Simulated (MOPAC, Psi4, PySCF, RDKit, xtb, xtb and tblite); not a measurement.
Two geometries of SMILES c1(C=Cc2ccco2)ccccc1 (C₁₂H₁₀O), relaxed at GFN2-xTB with one dihedral held; other torsions can differ between them too.

Structure A

```
23

C     -0.0244     0.3440     0.0728
C     -0.9691    -0.5254    -0.2839
C     -2.3993    -0.2455    -0.1127
C     -3.2406    -0.4895     0.9339
C     -4.5122    -0.0010     0.5438
C     -4.3494     0.5026    -0.7072
O     -3.0761     0.3606    -1.1144
C      1.4158     0.1680    -0.0471
C      2.2569     1.1598     0.4620
C      3.6306     1.0420     0.3763
C      4.1956    -0.0707    -0.2240
C      3.3747    -1.0620    -0.7372
C      2.0010    -0.9462    -0.6510
H     -0.3330     1.2858     0.5112
H     -0.7243    -1.4826    -0.7254
H     -2.9840    -0.9573     1.8623
H     -5.4149    -0.0249     1.1192
H     -5.0313     0.9701    -1.3895
H      1.8220     2.0310     0.9316
H      4.2636     1.8201     0.7776
H      5.2692    -0.1649    -0.2935
H      3.8104    -1.9309    -1.2090
H      1.3787    -1.7267    -1.0606
```

Structure B

```
23

C     -0.0189     0.4062     0.0654
C     -0.9882    -0.4513    -0.2895
C     -2.3893    -0.1829    -0.1055
C     -3.4466    -1.0501     0.0387
C     -4.6075    -0.2526     0.1269
C     -4.1841     1.0362     0.0057
O     -2.8523     1.0900    -0.1420
C      1.4108     0.1958    -0.0462
C      2.2758     1.1833     0.4353
C      3.6460     1.0307     0.3583
C      4.1872    -0.1137    -0.2043
C      3.3443    -1.1015    -0.6884
C      1.9740    -0.9516    -0.6115
H     -0.3155     1.3721     0.4550
H     -0.7635    -1.4503    -0.6335
H     -3.3906    -2.1180     0.0962
H     -5.6156    -0.5899     0.2556
H     -4.7156     1.9674     0.0030
H      1.8599     2.0790     0.8749
H      4.2961     1.8063     0.7366
H      5.2585    -0.2349    -0.2669
H      3.7613    -1.9952    -1.1303
H      1.3350    -1.7303    -0.9986
```

### Question
Which is lower in energy at the level PBE0-D3(BJ)/def2-SVP // GFN2-xTB (Psi4), and by how much?

### Answer
B is lower, by 28.14 kJ/mol (dihedral C1–C2–C3–O7: 90° in A, 30° in B).

E(B) − E(A) in kJ/mol at the other levels, on the same two geometries: GFN2-xTB (xtb and tblite) -24.37; MMFF94 // GFN2-xTB (RDKit) -21.75; PBE0/def2-SVP // GFN2-xTB (Psi4) -28.07; PBE/def2-SVP // GFN2-xTB (Psi4) -31.84; PBE-D3(BJ)/def2-SVP // GFN2-xTB (Psi4) -31.98; UFF // GFN2-xTB (RDKit) -30.76; PM6, restricted, heats of formation // GFN2-xTB (MOPAC) -6.76; PM3, restricted, heats of formation // GFN2-xTB (MOPAC) -6.89; GFN1-xTB // GFN2-xTB (xtb) -25.81; restricted B3LYP/6-31G*, spherical d, density fitting // GFN2-xTB (PySCF) -27.46; restricted BP86/6-31G*, spherical d, density fitting // GFN2-xTB (PySCF) -30.25.
